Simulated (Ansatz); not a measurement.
Program: Ansatz 0.2.0.

`c1cc[c]([SnH2][c]2ccccc2)cc1` at its PBE0-D4/def2-TZVP geometry, where that method's forces vanish. Total charge 0; spin multiplicity 1. Sn takes the def2 core potential.

```csv
atom,x (Å),y (Å),z (Å)
C1,1.230,-0.257,3.891
C2,1.029,0.763,2.973
C3,0.991,0.479,1.616
C4,1.154,-0.826,1.155
Sn5,1.081,-1.245,-0.933
C6,-0.432,-0.004,-1.779
C7,-1.589,0.281,-1.056
C8,-2.579,1.092,-1.592
C9,-2.424,1.631,-2.860
C10,-1.276,1.360,-3.589
C11,-0.287,0.549,-3.050
C12,1.351,-1.842,2.088
C13,1.390,-1.562,3.447
H14,1.259,-0.037,4.952
H15,0.900,1.784,3.315
H16,0.824,1.290,0.912
H17,0.737,-2.910,-1.127
H18,2.560,-0.888,-1.718
H19,-1.723,-0.126,-0.058
H20,-3.474,1.304,-1.016
H21,-3.197,2.265,-3.280
H22,-1.148,1.782,-4.580
H23,0.608,0.353,-3.632
H24,1.471,-2.870,1.760
H25,1.543,-2.364,4.161
```

**Question.** For each bond, give half the difference of the two atoms' forces along it (eV/Å; positive pushes the atoms apart) under PBE-D4, r2SCAN-D4, B3LYP-D4, ωB97M-V in def2-TZVPP. (Estimate.)

**Answer.** The calculation gave: 
| bond | length (Å) | PBE-D4 | r2SCAN-D4 | B3LYP-D4 | ωB97M-V |
| --- | --- | --- | --- | --- | --- |
| C1–C13 | 1.387 | 0.11 | 0.09 | 0.11 | 0.05 |
| C2–C3 | 1.388 | 0.13 | 0.09 | 0.10 | 0.05 |
| C2–H15 | 1.084 | 0.01 | -0.09 | -0.14 | -0.10 |
| C3–H16 | 1.086 | 0.00 | -0.08 | -0.15 | -0.06 |
| C4–C12 | 1.393 | 0.09 | 0.07 | 0.04 | 0.05 |
| Sn5–H17 | 1.712 | 0.06 | -0.03 | -0.02 | -0.08 |
| C6–C7 | 1.394 | 0.09 | 0.08 | 0.04 | 0.04 |
| C7–C8 | 1.388 | 0.13 | 0.09 | 0.10 | 0.04 |
| C7–H19 | 1.086 | 0.00 | -0.09 | -0.15 | -0.06 |
| C8–C9 | 1.387 | 0.11 | 0.09 | 0.11 | 0.06 |
| C8–H20 | 1.084 | 0.01 | -0.09 | -0.14 | -0.10 |
| C10–H22 | 1.084 | 0.01 | -0.09 | -0.14 | -0.10 |
| C12–C13 | 1.388 | 0.12 | 0.09 | 0.10 | 0.05 |
| C12–H24 | 1.086 | 0.00 | -0.09 | -0.14 | -0.08 |

B3LYP here is the variant with VWN-RPA as its local correlation; programs differ in this.
